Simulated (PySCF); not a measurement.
PySCF 2.14 output of an unrestricted TPSS calculation on a single atom or ion in pcseg-2 (6s4p3d2f1g, 56 functions), with the non-relativistic Hamiltonian (point nucleus):

```
SCF conv_tol = 1e-09
number electrons alpha = 14  beta = 10
    J. Tao, J. P. Perdew, V. N. Staroverov, and G. E. Scuseria.,  Phys. Rev. Lett. 91, 146401 (2003)
    J. P. Perdew, J. Tao, V. N. Staroverov, and G. E. Scuseria.,  J. Chem. Phys. 120, 6898 (2004)
    J. Tao, J. P. Perdew, V. N. Staroverov, and G. E. Scuseria.,  Phys. Rev. Lett. 91, 146401 (2003)
    J. P. Perdew, J. Tao, V. N. Staroverov, and G. E. Scuseria.,  J. Chem. Phys. 120, 6898 (2004)
cycle= 1 E= -1380.6015381354  delta_E= -0.00541  |g|= 0.0769  |ddm|= 0.0846
cycle= 2 E= -1380.60166744208  delta_E= -0.000129  |g|= 0.0716  |ddm|= 0.067
cycle= 3 E= -1380.60273452503  delta_E= -0.00107  |g|= 0.00132  |ddm|= 0.0332
cycle= 4 E= -1380.60273483291  delta_E= -3.08e-07  |g|= 8.46e-05  |ddm|= 0.000544
cycle= 5 E= -1380.60273483489  delta_E= -1.98e-09  |g|= 2.77e-06  |ddm|= 5.99e-05
cycle= 6 E= -1380.60273483489  delta_E= -2.27e-12  |g|= 1.63e-07  |ddm|= 2.03e-06
converged SCF energy = -1380.60273483489  <S^2> = 6.0008754  2S+1 = 5.0003501
```

The run itself started from symmetry-adapted Hartree-Fock orbitals and held the occupation by maximum overlap, on a logarithmic radial grid, so the iterations belong to that start.

Task: Which element, charge and spin multiplicity is this?

Result: Co³⁺ (cobalt, charge +3), multiplicity 5; the state was [Ar] 3d6, high-spin 5D determinant.
